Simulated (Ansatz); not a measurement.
Co2O2⁻, relaxed as a doublet with UKS PBE-D4/def2-SVPD in Ansatz, starting from the GFN1-xTB geometry. Force threshold 0.02 eV/Å.

The charge -1 doublet is spin-contaminated (final ⟨S²⟩ up to 2.05, 0.75 for a pure state). The highest occupied level of the charge -1 doublet lies above zero (up to 1.08 eV). The electron is either unbound and held by the finite basis, or the level is raised by self-interaction error. The structure comes from a short search, and lower isomers may exist.

Start:

```xyz
4

Co    0.3099   -1.4087   -0.9518
Co   -0.3110    1.4020    0.9616
O    -0.7204   -0.0939   -0.0952
O     0.7215    0.1006    0.0854
```

(1) Estimate the energy that the relaxation releases and the steps that it takes.

(2) Does the start keep its bonding and symmetry?

(3) Predict the relaxed structure.

## Answers

(1) 534.1 kJ/mol, in 15 steps; 2.7 min on 4 threads of Intel Xeon on a shared host. No frequencies were taken in this run, so the end may be a saddle point.

(2) Bonds lost: O3–O4 (atoms count from 1). Metal–metal contacts that move far: Co1–Co2 3.46 to 2.17 Å. The end is the same structure that another start reached, the lowest one found. Point group D2h at the start, D2h at the end, both within 0.05 Å; within 0.015 Å the end is C2v.

(3) 
Cartesian coordinates in Å:
```
Co 0.211 -0.889 -0.604
Co -0.207 0.870 0.592
O -1.402 -0.196 -0.181
O 1.398 0.215 0.193
```
Bond lengths (bridged metal pairs left out): 4 × Co–O 1.78 to 1.81 Å.
